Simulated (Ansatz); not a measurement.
Energy needed to pull apart AsH3 (SMILES [AsH3]), closed shell, into free ground-state atoms, from the structure below (displaced at random from a GFN2-xTB minimum); no zero-point or spin–orbit terms; open-shell atoms are treated unrestricted, in their ground-state multiplicity.

```xyz
4
angstrom
As -0.2207 0.5178 -0.3163
H 0.4035 0.6007 1.0023
H -1.0112 -0.7228 0.0357
H 0.8049 -0.4090 -0.6919
```

Ansatz 0.2.0; basis: def2-TZVPP; cores frozen in the correlated methods. Filled d shells of the heavier atoms are correlated. The def2 sets are not built for correlating such inner shells, so the correlated values are less sure here. B3LYP uses VWN-RPA correlation.

| method | atomization energy (kcal/mol) |
| --- | --- |
| PBE-D4 | 214.7 |
| r2SCAN-D4 | 216.5 |
| PBE0-D4 | ? |
| B3LYP-D4 | 220.4 |
| CAM-B3LYP-D4 | 220.2 |
| wB97M-V | 217.1 |
| HF | 144.6 |
| MP2 | 203.2 |
| CCSD | ? |
| CCSD(T) | 212.2 |

Task: What does PBE0-D4 give? (To be estimated.)

Result: Computed: 212.1 kcal/mol, which is about 0.1 kcal/mol less than CCSD(T)/def2-TZVPP.

Task: What does CCSD give? (Judge from chemistry; the value comes from the calculation.)

Result: The calculation gives: 210.1 kcal/mol, which is about 2.1 kcal/mol less than CCSD(T)/def2-TZVPP.

In triple zeta the MP2 and coupled-cluster atomization energies are still short of their basis limit by a few kcal/mol a bond, whereas those of the functionals are nearly converged, so these differences are not deviations from converged CCSD(T).

T1 diagnostic: at most 0.011.

For scale, one of the runs: CCSD(T)/def2-TZVPP forces, 90 basis functions (an equivalent command: `ansatz run in.yaml --threads 4`). The run took about 3.8 s on 4 CPU threads (shared host).
